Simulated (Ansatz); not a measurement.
Input for Ansatz (development build ahead of 0.2.0):

```yaml
crystal:
  periodic: [false, false, false]
  atoms:
    - { symbol: C, position_ang: [0.0, 1.4, 0.0] }
    - { symbol: C, position_ang: [1.21244, 0.7, 0.0] }
    - { symbol: C, position_ang: [1.21244, -0.7, 0.0] }
    - { symbol: C, position_ang: [0.0, -1.4, 0.0] }
    - { symbol: C, position_ang: [-1.21244, -0.7, 0.0] }
    - { symbol: C, position_ang: [-1.21244, 0.7, 0.0] }
    - { symbol: C, position_ang: [2.42487, 1.4, 0.0] }
    - { symbol: C, position_ang: [3.63731, 0.7, 0.0] }
    - { symbol: C, position_ang: [3.63731, -0.7, 0.0] }
    - { symbol: C, position_ang: [2.42487, -1.4, 0.0] }
    - { symbol: H, position_ang: [0.0, -2.485, 0.0] }
    - { symbol: H, position_ang: [-2.15207, -1.2425, 0.0] }
    - { symbol: H, position_ang: [-2.15207, 1.2425, 0.0] }
    - { symbol: H, position_ang: [4.57694, 1.2425, 0.0] }
    - { symbol: H, position_ang: [4.57694, -1.2425, 0.0] }
    - { symbol: H, position_ang: [2.42487, -2.485, 0.0] }
basis:
  gaussian: { orbitals: def2-TZVP }
magnetization:
  initial_magnetization: 2
hamiltonian:
  xc: pbe0
```

The input is written out in the form of the current development build from the run's settings.

Output:

```json
{
  "Converged": "yes",
  "Total energy": "-384.17257 hartree",
  "Spin squared of the determinant": "2.000",
  "Stability test": "minimum among restricted orbitals"
}
```

Caution: another spin multiplicity may lie lower.
